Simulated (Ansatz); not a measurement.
A run for Ansatz (a program for electronic structure): R-B3LYP-D3(BJ)/def2-TZVP on C3H8O2 (SMILES OCCCO).

Ansatz 0.2 input:
```yaml
crystal:
  periodic: [false, false, false]
  atoms:
    - {symbol: O, position_ang: [-1.69404270, -0.48318841, 0.96084097]}
    - {symbol: C, position_ang: [-1.35642620, -0.29946629, -0.39122834]}
    - {symbol: C, position_ang: [-0.03831798, 0.45132141, -0.58276606]}
    - {symbol: C, position_ang: [1.13253711, -0.29839162, 0.05792090]}
    - {symbol: O, position_ang: [2.33377639, 0.43392054, 0.01699545]}
    - {symbol: H, position_ang: [-1.71159856, 0.37725389, 1.39521278]}
    - {symbol: H, position_ang: [-1.28040530, -1.30612900, -0.80949229]}
    - {symbol: H, position_ang: [-2.16064399, 0.23566765, -0.91854112]}
    - {symbol: H, position_ang: [-0.11000014, 1.44388269, -0.12885898]}
    - {symbol: H, position_ang: [0.14259402, 0.58098444, -1.65286530]}
    - {symbol: H, position_ang: [1.25504300, -1.27549701, -0.43114238]}
    - {symbol: H, position_ang: [0.92755567, -0.46957403, 1.11680346]}
    - {symbol: H, position_ang: [2.55992870, 0.60921574, -0.90323272]}
basis:
  gaussian:
    orbitals: def2-TZVP
hamiltonian:
  xc: b3lyp
  dispersion: d3bj
relax: {f_tol: 0.003, max_steps: 120}
scf: {lower_state_search: off}
```

The log:

```
WARN ansatz: RAYON_NUM_THREADS=2 ignored (pool sized by the plan → 2); use --threads N
Functional definition: B3LYP
these checks for a lower state are left out or cut short: stability, starts, cluster_reference, orbital_swaps, neighbouring_geometries, increment
integrals: 0.11 GiB planned
1194 factors; their error is unknown
mean field: 1.02 GiB planned
mean field evaluation 1: about -7327.1990 eV, gradient 7.5e1 eV
mean field evaluation 2: about -7316.1712 eV, gradient 1.1e2 eV
mean field evaluation 4: about -7338.3657 eV, gradient 5.9e0 eV
mean field evaluation 8: about -7338.4280 eV, gradient 3.6e-2 eV
mean field evaluation 16: about -7338.4055 eV, gradient 8.2e-5 eV
mean field -7338.40544807 eV, -269.6814260668 hartree, gradient 3.3e-6 eV, S^2 0.000000; 0 other end points of the search recorded, 0 dependent functions left out
the calculation of the forces begins
reference -7338.40572520 eV, -269.6814362512 hartree; 21, 21 occupied and 182, 182 virtual orbitals, 1194 factors
relax step   1: F+E_penalty+E_count = -7338.78285344 eV  Δ(F+E_penalty+E_count) = +0.000e0 eV  max|allowed force component| = 5.864e-1 eV/Å  Δτ_max = 0.0000 Å  (19 SCF iters, accepted)
these checks for a lower state are left out or cut short: stability, starts, cluster_reference, orbital_swaps, neighbouring_geometries, increment
integrals: 0.11 GiB planned
1194 factors; their error is unknown
mean field: 1.02 GiB planned
mean field -7338.42248270 eV, -269.6820520777 hartree, gradient 3.3e-6 eV, S^2 0.000000; 0 other end points of the search recorded, 0 dependent functions left out
the calculation of the forces begins
reference -7338.42276039 eV, -269.6820622828 hartree; 21, 21 occupied and 182, 182 virtual orbitals, 1194 factors
relax step   2: F+E_penalty+E_count = -7338.79767700 eV  Δ(F+E_penalty+E_count) = -1.482e-2 eV  max|allowed force component| = 2.996e-1 eV/Å  Δτ_max = 0.0467 Å  (20 SCF iters, accepted)
these checks for a lower state are left out or cut short: stability, starts, cluster_reference, orbital_swaps, neighbouring_geometries, increment
integrals: 0.11 GiB planned
1194 factors; their error is unknown
mean field: 1.01 GiB planned
mean field evaluation 32: about -7338.4488 eV, gradient 1.4e0 eV
mean field -7338.42612396 eV, -269.6821858915 hartree, gradient 3.3e-6 eV, S^2 0.000000; 0 other end points of the search recorded, 0 dependent functions left out
the calculation of the forces begins
reference -7338.42640123 eV, -269.6821960811 hartree; 21, 21 occupied and 182, 182 virtual orbitals, 1194 factors
relax step   3: F+E_penalty+E_count = -7338.80101282 eV  Δ(F+E_penalty+E_count) = -3.336e-3 eV  max|allowed force component| = 1.104e-1 eV/Å  Δτ_max = 0.0274 Å  (20 SCF iters, accepted)
these checks for a lower state are left out or cut short: stability, starts, cluster_reference, orbital_swaps, neighbouring_geometries, increment
integrals: 0.11 GiB planned
1194 factors; their error is unknown
mean field: 1.02 GiB planned
mean field -7338.42707922 eV, -269.6822209969 hartree, gradient 3.3e-6 eV, S^2 0.000000; 0 other end points of the search recorded, 0 dependent functions left out
the calculation of the forces begins
reference -7338.42735619 eV, -269.6822311753 hartree; 21, 21 occupied and 182, 182 virtual orbitals, 1194 factors
relax step   4: F+E_penalty+E_count = -7338.80186666 eV  Δ(F+E_penalty+E_count) = -8.538e-4 eV  max|allowed force component| = 2.263e-2 eV/Å  Δτ_max = 0.0215 Å  (20 SCF iters, accepted)
these checks for a lower state are left out or cut short: stability, starts, cluster_reference, orbital_swaps, neighbouring_geometries, increment
integrals: 0.11 GiB planned
1194 factors; their error is unknown
mean field: 1.01 GiB planned
mean field -7338.42756013 eV, -269.6822386701 hartree, gradient 3.3e-6 eV, S^2 0.000000; 0 other end points of the search recorded, 0 dependent functions left out
the calculation of the forces begins
reference -7338.42783699 eV, -269.6822488444 hartree; 21, 21 occupied and 182, 182 virtual orbitals, 1194 factors
relax step   5: F+E_penalty+E_count = -7338.80213900 eV  Δ(F+E_penalty+E_count) = -2.723e-4 eV  max|allowed force component| = 1.774e-2 eV/Å  Δτ_max = 0.0274 Å  (20 SCF iters, accepted)
these checks for a lower state are left out or cut short: stability, starts, cluster_reference, orbital_swaps, neighbouring_geometries, increment
integrals: 0.11 GiB planned
1194 factors; their error is unknown
mean field: 1.01 GiB planned
mean field -7338.42760341 eV, -269.6822402604 hartree, gradient 3.3e-6 eV, S^2 0.000000; 0 other end points of the search recorded, 0 dependent functions left out
the calculation of the forces begins
reference -7338.42788025 eV, -269.6822504341 hartree; 21, 21 occupied and 182, 182 virtual orbitals, 1194 factors
relax step   6: F+E_penalty+E_count = -7338.80218897 eV  Δ(F+E_penalty+E_count) = -4.998e-5 eV  max|allowed force component| = 5.174e-3 eV/Å  Δτ_max = 0.0070 Å  (20 SCF iters, accepted)
these checks for a lower state are left out or cut short: stability, starts, cluster_reference, orbital_swaps, neighbouring_geometries, increment
integrals: 0.11 GiB planned
1194 factors; their error is unknown
mean field: 1.01 GiB planned
mean field evaluation 64: about -7338.4276 eV, gradient 9.8e-3 eV
mean field -7338.42763685 eV, -269.6822414894 hartree, gradient 3.3e-6 eV, S^2 0.000000; 0 other end points of the search recorded, 0 dependent functions left out
the calculation of the forces begins
reference -7338.42791367 eV, -269.6822516622 hartree; 21, 21 occupied and 182, 182 virtual orbitals, 1194 factors
relax step   7: F+E_penalty+E_count = -7338.80219772 eV  Δ(F+E_penalty+E_count) = -8.745e-6 eV  max|allowed force component| = 1.920e-3 eV/Å  Δτ_max = 0.0031 Å  (21 SCF iters, accepted)
Total energy: -7338.80247454 eV, -269.6960165202 hartree
Atom 0 at    -1.715662    -0.484181     0.977620 Å, force     0.000294    -0.000235     0.001486 eV/Å
Atom 1 at    -1.353364    -0.295185    -0.387217 Å, force    -0.000199     0.000480    -0.001534 eV/Å
Atom 2 at    -0.031850     0.443664    -0.557057 Å, force     0.000121    -0.000051     0.001920 eV/Å
Atom 3 at     1.149650    -0.297266     0.054680 Å, force    -0.000606     0.000647     0.000984 eV/Å
Atom 4 at     2.363133     0.444201    -0.018175 Å, force     0.000485    -0.000296     0.000064 eV/Å
Atom 5 at    -1.837179     0.380675     1.384697 Å, force     0.000090    -0.000170    -0.000377 eV/Å
Atom 6 at    -1.282810    -1.300859    -0.806924 Å, force     0.000295    -0.000072    -0.000229 eV/Å
Atom 7 at    -2.147623     0.230481    -0.930007 Å, force    -0.000402     0.000679    -0.000187 eV/Å
Atom 8 at    -0.100335     1.438659    -0.104142 Å, force    -0.001068    -0.000818    -0.000988 eV/Å
Atom 9 at     0.143552     0.598329    -1.628539 Å, force     0.000524    -0.000210    -0.000022 eV/Å
Atom 10 at     1.261814    -1.278712    -0.424708 Å, force    -0.000145    -0.000233    -0.000804 eV/Å
Atom 11 at     0.972553    -0.472133     1.114764 Å, force     0.001041     0.000675    -0.000616 eV/Å
Atom 12 at     2.578123     0.592329    -0.945347 Å, force    -0.000430    -0.000395     0.000304 eV/Å
Dipole moment:    -0.156630     0.212679    -0.412665 e Å
Checks for a lower state left out: stability, starts, cluster_reference, orbital_swaps, neighbouring_geometries, increment
```

Self-consistency was reached.

Cost: very roughly 20 core-seconds.
